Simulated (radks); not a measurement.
Question: Spherical quantum dot in the effective-mass picture: electrons in a well V = -V0 / (1 + exp((r - R)/a)) with V0 = 11.4, R = 5.16, a = 0.46, all in effective atomic units (hartree* = m*/eps^2 hartree, bohr* = eps/m* bohr), one dielectric constant everywhere. Method: non-relativistic Kohn-Sham, r2SCAN, spin-polarised, spherical densities, generalised Kohn-Sham scheme; computed with a radial shooting solver with Libxc functionals. Levels are named by radial order and angular momentum (1s, 1p, 1d, 2s, ...), and open shells are averaged over m. Each electron was tried in the lowest free levels, single moves between levels near the top were tried too, and the lowest total energy was kept; such a search can miss a lower state. The series stops at N = 9: beyond it a trial failed or the search could not be trusted, so later rows were left out. Give the order in which the levels fill up to N = 9, the shell closures and the spin along the way.

Answer: Shells are first occupied in the order 1s, 1p, 1d. Open shells at each N (closed shells left out): 1: 1s(up 1, down 0); 2: none; 3: 1p(up 1, down 0); 4: 1p(up 2, down 0); 5: 1p(up 3, down 0); 6: 1p(up 3, down 1); 7: 1p(up 3, down 2); 8: none; 9: 1d(up 1, down 0). All shells are closed at N = 2, 8 (there: 1s2 1p6). Largest 2S: 3, at N = 5.
